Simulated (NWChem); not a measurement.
AlH$_{2}$I; SMILES [AlH2][I]

```xyz
4

Al     0.0000     0.0000    -1.9070
H      0.0000     1.3996    -2.6427
H      0.0000    -1.3996    -2.6427
I      0.0000     0.0000     0.5675
```
Atoms are numbered in this order, from 1.

Program: NWChem. The geometry was optimised at PBE0/def2-SVP. def2 effective core potentials on I; no spin-orbit coupling. Vertical excitations in the gas phase; the lowest state need not have the same character in each row.

| level | lowest excitation, singlet (eV) | oscillator strength of that lowest state | lowest state with f > 0.02, singlet (eV) | oscillator strength of that bright state | lowest triplet (eV) | orbital gap (eV) |
|---|---|---|---|---|---|---|
| PBE/def2-SVP, TDA | ___ | 0.000 | ___ | 0.079 | ___ | ___ |
| B3LYP/def2-SVP, TDA | 4.26 | 0.000 | 5.09 | 0.077 | 4.13 | 5.27 |
| PBE0/def2-SVP, TDA | 4.43 | 0.000 | 5.24 | 0.077 | 4.27 | 5.71 |
| Hartree-Fock/def2-SVP, CIS | 5.76 | 0.000 | 6.54 | 0.077 | 5.47 | 10.97 |

Question: Some entries are withheld; supply them.

Answer: 
- PBE/def2-SVP, TDA, lowest excitation, singlet (eV): 3.91
- PBE/def2-SVP, TDA, lowest state with f > 0.02, singlet (eV): 4.78
- PBE/def2-SVP, TDA, lowest triplet (eV): 3.77
- PBE/def2-SVP, TDA, orbital gap (eV): 3.86
